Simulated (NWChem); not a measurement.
System: C2H9NSi; SMILES C(C)N[SiH3]

Input file for NWChem:

```
start job
memory heap 200 mb stack 900 mb global 1100 mb
geometry units angstroms noautosym nocenter noautoz
  C      0.175769    -2.358307    -0.218742
  C     -0.510699    -1.069253     0.200138
  N      0.405379     0.049823     0.249975
  Si    -0.018595     1.692955    -0.089698
  H     -0.539926    -3.193511    -0.267072
  H      0.962251    -2.638307     0.501510
  H      0.649967    -2.243667    -1.205134
  H     -1.305933    -0.828688    -0.527175
  H     -1.031600    -1.230639     1.166787
  H      1.208626    -0.110595     0.849193
  H     -0.943420     2.350797     0.897182
  H     -0.700816     1.753213    -1.419884
  H      1.250336     2.481454    -0.113008
end
basis spherical
  * library def2-svp
end
dft
  xc pbe0
  iterations 150
end
cosmo
  do_cosmo_smd true
  solvent water
end
task dft energy
```

All runs use the structure optimised with PBE0/def2-SVP. Solvent: water.

Level: PBE0/def2-SVP with SMD (1 M gas to 1 M solution), gas-phase geometry. Reactions with the solvent are ignored.

Question: What results follow from this input? (PBE0/def2-SVP, SMD on the gas-phase geometry.) Quantities: solvation free energy (kcal/mol); cavity-dispersion-structure term (kcal/mol); dipole in solution (D).

Answer: 
```
Quantity                                     Result
-------------------------------------------  ------
solvation free energy (kcal/mol)                0.9
cavity-dispersion-structure term (kcal/mol)     3.3
dipole in solution (D)                         1.60
```
